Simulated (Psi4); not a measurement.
Psi4 input (wB97X-D/6-31G*):

```
memory 1500 MB

molecule {
0 2
Mg   -0.00000000   -0.00000000   -0.73115577
F     0.00000000    0.00000000    0.97487436
symmetry c1
no_reorient
no_com
}

set {
  basis 6-31G*
  reference uks
  scf_type pk
  dft_radial_points 99
  dft_spherical_points 590
  e_convergence 1e-8
  d_convergence 1e-7
  maxiter 150
}

e = energy('wb97x-d')
print_out(f'\nFINAL {e:.10f} DIPOLE {variable("CURRENT DIPOLE")[0]:.6f} {variable("CURRENT DIPOLE")[1]:.6f} {variable("CURRENT DIPOLE")[2]:.6f}\n')
```

Output:

```
   => Loading Basis Set <=

    Name: 6-31G*
    Role: ORBITAL
    Keyword: BASIS
    atoms 1 entry MG         line   220 file 6-31gs.gbs
    atoms 2 entry F          line   162 file 6-31gs.gbs

   => WB97X-D: Empirical Dispersion <=

    Chai and Head-Gordon Dispersion Correction
    Chai, J.-D.; Head-Gordon, M. (2010), J. Chem. Phys., 132: 6615-6620

        s6 =       1.000000

         ---------------------------------------------------------
                                   SCF
               by Justin Turney, Rob Parrish, Andy Simmonett
                          and Daniel G. A. Smith
                              UKS Reference
         ---------------------------------------------------------

  ==> Geometry <==

    Molecular point group: c1
    Full point group: C_inf_v

    Geometry (in Angstrom), charge = 0, multiplicity = 2:

       Center              X                  Y                   Z               Mass
    ------------   -----------------  -----------------  -----------------  -----------------
         MG           0.000000000000     0.000000000000    -0.731155770000    23.985041697000
         F            0.000000000000     0.000000000000     0.974874360000    18.998403162730

  Running in c1 symmetry.

  Rotational constants: A = ************  B =      0.54595  C =      0.54595 [cm^-1]
  Rotational constants: A = ************  B =  16367.04728  C =  16367.04728 [MHz]
  Nuclear repulsion =   33.499489690935299

  Charge       = 0
  Multiplicity = 2
  Electrons    = 21
  Nalpha       = 11
  Nbeta        = 10

  ==> Algorithm <==

  SCF Algorithm Type is PK.
  DIIS enabled.
  MOM disabled.
  Fractional occupation disabled.
  Guess Type is SAD.
  Energy threshold   = 1.00e-08
  Density threshold  = 1.00e-07
  Integral threshold = 1.00e-12

  ==> Primary Basis <==

  Basis Set: 6-31G*
    Blend: 6-31G*
    Number of shells: 14
    Number of basis functions: 34
    Number of Cartesian functions: 34
    Spherical Harmonics?: false
    Max angular momentum: 2

  ==> DFT Potential <==

   => LibXC <=

    Version 7.1.2
    S. Lehtola, C. Steigemann, M. J. T. Oliveira, and M. A. L. Marques,  SoftwareX 7, 1–5 (2018) (10.1016/j.softx.2017.11.002)

   => Composite Functional: WB97X-D <=

    wB97X-D Hyb-GGA Exchange-Correlation Functional

    J.-D. Chai and M. Head-Gordon,  Phys. Chem. Chem. Phys. 10, 6615–6620 (2008) (10.1039/B810189B)

    Deriv               =              1
    GGA                 =           TRUE
    Meta                =          FALSE

    Exchange Hybrid     =           TRUE
    MP2 Hybrid          =          FALSE

   => Exchange-Correlation Functionals <=

    1.0000   wB97X-D range-separated functional

   => Exact (HF) Exchange <=

    0.7780            HF,LR [omega = 0.2000]
    0.2220               HF

   => LibXC Density Thresholds  <==

    XC_HYB_GGA_XC_WB97X_D:  1.00E-14

   => Molecular Quadrature <=

    Radial Scheme          =       TREUTLER
    Pruning Scheme         =           NONE
    Nuclear Scheme         =       TREUTLER

    Blocking Scheme        =         OCTREE
    BS radius alpha        =              1
    Pruning alpha          =              1
    Radial Points          =             99
    Spherical Points       =            590
    Total Points           =         110907
    Total Blocks           =            923
    Max Points             =            256
    Max Functions          =             34
    Weights Tolerance      =       1.00E-15

  ==> Integral Setup <==

  Using in-core PK algorithm.
   Calculation information:
      Number of atoms:                   2
      Number of AO shells:              14
      Number of primitives:             42
      Number of atomic orbitals:        34
      Number of basis functions:        34

      Integral cutoff                 1.00e-12
      Number of threads:                 1

  Performing in-core PK
  Using 531930 doubles for integral storage.
  We computed 5460 shell quartets total.
  Whereas there are 5565 unique shell quartets.

  Computing range-separated integrals for PK
  We computed 5460 wK shell quartets total.
  Whereas there are 5565 wK unique shell quartets.

  ==> DiskJK: Disk-Based J/K Matrices <==

    J tasked:                  Yes
    K tasked:                  Yes
    wK tasked:                 Yes
    Omega:               2.000E-01
    Schwarz Cutoff:          1E-12


  Cached 100.0% of DFT collocation blocks in 0.098 [GiB].

  Minimum eigenvalue in the overlap matrix is 5.6950867856E-03.
  Reciprocal condition number of the overlap matrix is 1.2181525859E-03.
    Using symmetric orthogonalization.

  ==> Pre-Iterations <==

  SCF Guess: Superposition of Atomic Densities via on-the-fly atomic UHF (no occupation information).

   -------------------------
    Irrep   Nso     Nmo
   -------------------------
     A         34      34
   -------------------------
    Total      34      34
   -------------------------

  ==> Iterations <==

                        Total Energy        Delta E     RMS |[F,P]|

   @UKS iter SAD:  -299.23257963351529   -2.99233e+02   0.00000e+00
   @UKS iter   1:  -299.78329962467433   -5.50720e-01   1.63733e-02 ADIIS/DIIS
   @UKS iter   2:  -299.70571260445121    7.75870e-02   2.34698e-02 ADIIS/DIIS
   @UKS iter   3:  -299.90066610190115   -1.94953e-01   7.33088e-04 ADIIS/DIIS
   @UKS iter   4:  -299.90150568656509   -8.39585e-04   2.83308e-04 ADIIS/DIIS
   @UKS iter   5:  -299.90169022871294   -1.84542e-04   7.02637e-05 DIIS
   @UKS iter   6:  -299.90170404530710   -1.38166e-05   2.86157e-05 DIIS
   @UKS iter   7:  -299.90170540361339   -1.35831e-06   4.10269e-06 DIIS
   @UKS iter   8:  -299.90170545282405   -4.92107e-08   8.41386e-07 DIIS
   @UKS iter   9:  -299.90170545455129   -1.72724e-09   1.53779e-07 DIIS
   @UKS iter  10:  -299.90170545459875   -4.74643e-11   3.03231e-08 DIIS
  Energy and wave function converged.

  ==> Post-Iterations <==

   Electrons on quadrature grid:
      Nalpha   =   10.9999996554 ; deviation = -3.446e-07
      Nbeta    =    9.9999996519 ; deviation = -3.481e-07
      Ntotal   =   20.9999993073 ; deviation = -6.927e-07

   @Spin Contamination Metric:   5.975057281E-04
   @S^2 Expected:                7.500000000E-01
   @S^2 Observed:                7.505975057E-01
   @S   Expected:                5.000000000E-01
   @S   Observed:                5.000000000E-01

    Orbital Energies [Eh]
    ---------------------

    Alpha Occupied:

       1A    -46.966585     2A    -24.713849     3A     -3.232007
       4A     -1.963212     5A     -1.963212     6A     -1.959773
       7A     -1.154117     8A     -0.443151     9A     -0.413258
      10A     -0.413258    11A     -0.263447

    Alpha Virtual:

      12A      0.032445    13A      0.032445    14A      0.089385
      15A      0.165580    16A      0.226347    17A      0.226347
      18A      0.291828    19A      0.353810    20A      0.353810
      21A      0.414185    22A      0.414185    23A      0.557901
      24A      0.891384    25A      1.380457    26A      1.473181
      27A      1.473181    28A      2.007517    29A      2.018414
      30A      2.018416    31A      2.082251    32A      2.082251
      33A      2.167694    34A      4.470826

    Beta Occupied:

       1A    -46.964496     2A    -24.713013     3A     -3.229455
       4A     -1.961601     5A     -1.961601     6A     -1.956608
       7A     -1.151899     8A     -0.435792     9A     -0.412872
      10A     -0.412872

    Beta Virtual:

      11A      0.005026    12A      0.079396    13A      0.079396
      14A      0.110647    15A      0.226642    16A      0.278831
      17A      0.278831    18A      0.393311    19A      0.393313
      20A      0.399438    21A      0.502854    22A      0.502854
      23A      0.629347    24A      0.954997    25A      1.387164
      26A      1.477988    27A      1.477988    28A      2.016650
      29A      2.018496    30A      2.018498    31A      2.086343
      32A      2.086343    33A      2.181806    34A      4.479427

    Final Occupation by Irrep:
              A
    DOCC [    10 ]
    SOCC [     1 ]
    NA   [    11 ]
    NB   [    10 ]

  @UKS Final Energy:  -299.90170545459875

   => Energetics <=

    Nuclear Repulsion Energy =             33.4994896909352988
    One-Electron Energy =                -486.7869744343755087
    Two-Electron Energy =                 172.7909883787031617
    DFT Exchange-Correlation Energy =     -19.4051822287725031
    Empirical Dispersion Energy =          -0.0000268610892490
    VV10 Nonlocal Energy =                  0.0000000000000000
    Total Energy =                       -299.9017054545987548

  UHF NO Occupations:
  HONO-2 :    9  A 1.9999342
  HONO-1 :   10  A 1.9998416
  HONO-0 :   11  A 1.0000000
  LUNO+0 :   12  A 0.0001584
  LUNO+1 :   13  A 0.0000658
  LUNO+2 :   14  A 0.0000658
  LUNO+3 :   15  A 0.0000030

Computation Completed

Properties will be evaluated at   0.000000,   0.000000,   0.000000 [a0]

Properties computed using the SCF density matrix

 Multipole Moments:

 ------------------------------------------------------------------------------------
     Multipole            Electronic (a.u.)      Nuclear  (a.u.)        Total (a.u.)
 ------------------------------------------------------------------------------------

 L = 1.  Multiply by 2.5417464519 to convert [e a0] to [Debye]
 Dipole X            :          0.0000000            0.0000000            0.0000000
 Dipole Y            :         -0.0000000            0.0000000           -0.0000000
 Dipole Z            :         -0.9868568            0.0000000           -0.9868568
 Magnitude           :                                                    0.9868568

 ------------------------------------------------------------------------------------

FINAL -299.9017054546 DIPOLE 0.000000 -0.000000 -0.986857

*** Psi4 exiting successfully. Buy a developer a beer!
```
